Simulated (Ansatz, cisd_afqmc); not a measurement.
Species: P, charge 0, quartet.

Total energies in cc-pV(Q+d)Z, 5 correlated electrons, 5 frozen orbitals. Radicals and triplets start from unrestricted determinants; spin-orbit coupling is neglected. Correlated methods leave the cores frozen. No relativity. AFQMC/CISD: phaseless, guided by CISD from CCSD amplitudes; bars are statistical, one sigma. Outlying blocks are dropped, and bars are widened where a walk drifts. Over all cases where full CI ran beside it in this data, AFQMC minus full CI had a median of +0.1 mEh and passed +0.4 mEh in a tenth of the cases. Full CI freezes restricted core orbitals and the other rows unrestricted ones, which leaves a small offset even where coupled cluster is exact.

| method | program | energy (Eh) | error against FCI (mEh) |
|---|---|---|---|
| HF | Ansatz | -340.71872 | 110.43 |
| MP2 | Ansatz | -340.80783 | 21.32 |
| CCSD | Ansatz | -340.82372 | 5.43 |
| CCSD(T) | Ansatz | -340.82830 | 0.85 |
| CCSDT(Q) | Ansatz | -340.82921 | -0.06 |
| CCSDTQ | Ansatz | -340.82923 | -0.08 |
| AFQMC/CISD | cisd_afqmc | -340.8290 ± 0.0001 | 0.1 ± 0.1 |
| FCI | Ansatz | -340.82915 | 0.00 |

Ansatz is a quantum-chemistry and plane-wave program.
